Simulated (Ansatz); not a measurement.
The cluster Na7S3⁺. The state is a singlet with charge 1. Geometry r2SCAN-D4/def2-SVP.

```xyz
10

Na   -3.241   -2.669    2.489
Na   -1.880   -0.985   -1.485
Na    4.236    1.063    2.183
Na   -1.714    3.153   -3.308
Na    1.059   -2.018    1.232
Na   -0.363    0.782    0.690
Na    1.814    0.862   -1.636
S     2.334    0.220    0.836
S    -0.730    1.297   -1.995
S    -1.517   -1.705    0.994
```

The structure comes from a short search, and lower isomers may exist.

Task: Estimate the orbital energies around the gap (eV) in Ansatz with HF/def2-TZVP, PBE-D4/def2-SVP, PBE-D4/def2-TZVP, r2SCAN-D4/def2-TZVP, PBE0-D4/def2-SVP.

Result: 
```csv
orbital,HF/def2-TZVP,PBE-D4/def2-SVP,PBE-D4/def2-TZVP,r2SCAN-D4/def2-TZVP,PBE0-D4/def2-SVP
HOMO−5,-9.70,-6.57,-6.61,-6.60,-7.44
HOMO−4,-9.70,-6.57,-6.61,-6.60,-7.44
HOMO−3,-9.70,-6.52,-6.58,-6.60,-7.42
HOMO−2,-9.46,-6.31,-6.37,-6.39,-7.20
HOMO−1,-9.35,-6.21,-6.28,-6.31,-7.10
HOMO,-9.35,-6.20,-6.28,-6.31,-7.10
LUMO,-1.98,-4.03,-4.08,-3.37,-3.41
LUMO+1,-1.86,-3.80,-3.86,-3.12,-3.21
LUMO+2,-1.86,-3.80,-3.86,-3.12,-3.21
LUMO+3,-1.04,-2.94,-3.00,-2.37,-2.33
LUMO+4,-0.86,-2.46,-2.56,-1.99,-1.89
LUMO+5,-0.86,-2.46,-2.56,-1.99,-1.89
```
